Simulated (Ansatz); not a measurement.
Ansatz (a first-principles code) input (CCSD(T)/def2-SVPD):

Ansatz 0.2 input:
```yaml
crystal:
  periodic: [false, false, false]
  atoms:
    - {symbol: Sb, position_ang: [0.28375404, 0.11655380, 0.10060683]}
    - {symbol: F, position_ang: [-0.91931721, 0.71699329, -1.17294688]}
    - {symbol: F, position_ang: [-0.68862232, -1.37746481, 0.60284152]}
basis:
  gaussian:
    orbitals: def2-SVPD
total_charge: 1
magnetization: {spin_polarized: false}
correlation: {method: ccsd_t, electrons: outside_noble_gas}
output: {forces: true}
```

Output:

```
Functional definition: HF
integrals: 0.07 GiB planned
857 factors; integrals over basis functions are off by at most 1.9e-4 eV
mean field: 0.23 GiB planned
mean field evaluation 1: about -11900.8728 eV, gradient 7.4e1 eV
mean field evaluation 2: about -11900.9653 eV, gradient 7.4e1 eV
mean field evaluation 4: about -11910.5025 eV, gradient 3.0e0 eV
mean field evaluation 8: about -11910.5869 eV, gradient 2.5e-1 eV
mean field evaluation 16: about -11900.8741 eV, gradient 7.4e1 eV
mean field -11910.58736728 eV, -437.7060124614 hartree, gradient 2.8e-6 eV, S^2 0.000000; 0 other end points of the search recorded, 0 dependent functions left out
11 core orbitals not correlated
reference -11910.58736728 eV, -437.7060124614 hartree; 9, 9 occupied and 58, 58 virtual orbitals, 857 factors
densities: 0.26 GiB planned
second order -13.10597175 eV of doubles, -0.00000000 eV of singles
coupled cluster: 0.19 GiB planned
cycle   1  -12.67784983 eV  change    4.3e-1 eV  update   1.4e-1
cycle   2  -13.10926954 eV  change   -4.3e-1 eV  update   5.3e-2
cycle   3  -13.22505294 eV  change   -1.2e-1 eV  update   2.6e-2
cycle   4  -13.22207708 eV  change    3.0e-3 eV  update   7.4e-3
cycle   5  -13.21423739 eV  change    7.8e-3 eV  update   3.6e-3
cycle   6  -13.21590292 eV  change   -1.7e-3 eV  update   1.3e-3
cycle   7  -13.21630967 eV  change   -4.1e-4 eV  update   4.3e-4
cycle   8  -13.21601809 eV  change    2.9e-4 eV  update   1.3e-4
cycle   9  -13.21602184 eV  change   -3.8e-6 eV  update   4.7e-5
cycle  10  -13.21606363 eV  change   -4.2e-5 eV  update   1.5e-5
cycle  11  -13.21605062 eV  change    1.3e-5 eV  update   6.0e-6
perturbative correction -0.38165709 eV, -0.0140256395 hartree
the calculation of the forces begins
Total energy: -11924.18507500 eV, -438.2057190032 hartree
Atom 0 at     0.283754     0.116554     0.100607 Å, force     1.512393     0.621225     0.536229 eV/Å
Atom 1 at    -0.919317     0.716993    -1.172947 Å, force    -0.834894     0.403872    -0.873891 eV/Å
Atom 2 at    -0.688622    -1.377465     0.602842 Å, force    -0.677499    -1.025098     0.337662 eV/Å
Dipole moment:     0.715005     0.293693     0.253510 e Å
```

It need not be the lowest isomer of its formula.
